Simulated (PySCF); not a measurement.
Excitations are Tamm–Dancoff values on a coarser integration grid. The basis has no diffuse functions, so Rydberg states are missing or too high.

## C₂H₅F₃Sn, SMILES `C[CH2][Sn]([F])([F])[F]` (charge 0, multiplicity 1)

Method: PySCF 2.14.0 with PBE-D3(BJ)/def2-TZVP // PBE0-D4/def2-SVP.

| Property | Result |
|---|---|
| HOMO | -8.13 eV |
| dipole moment | 5.12 D |
| HOMO–LUMO gap | 5.17 eV |
| LUMO | -2.95 eV |
| S1 excitation (TDA) | 6.09 eV |
| S1 oscillator strength | 0.225 |
| brightest of the four lowest singlets (TDA) | 6.09 eV |
| T1 excitation (TDA) | 4.80 eV |
| S1–T1 gap (TDA) | 1.29 eV |
| vertical ionisation energy (Delta-SCF) | 11.00 eV |
| total energy | -592.9373 Ha |
| cost | roughly 3 core-minutes |

Bond lengths (Å): C1–C2 1.521, C1–H7 1.101, C1–H8 1.100, C1–H9 1.100, C2–Sn3 2.133, C2–H10 1.101, C2–H11 1.100, Sn3–F4 1.923, Sn3–F5 1.923, Sn3–F6 1.925. Bond angles (°): C2–C1–H7 109.9, C2–C1–H8 112.0, C2–C1–H9 112.0, H7–C1–H8 107.4, H7–C1–H9 107.7, H8–C1–H9 107.7, C1–C2–Sn3 112.0, C1–C2–H10 112.8, C1–C2–H11 112.9, Sn3–C2–H10 105.1, Sn3–C2–H11 105.8, H10–C2–H11 107.8, C2–Sn3–F4 116.0, C2–Sn3–F5 114.9, C2–Sn3–F6 111.8, F4–Sn3–F5 104.2, F4–Sn3–F6 104.6, F5–Sn3–F6 104.1.
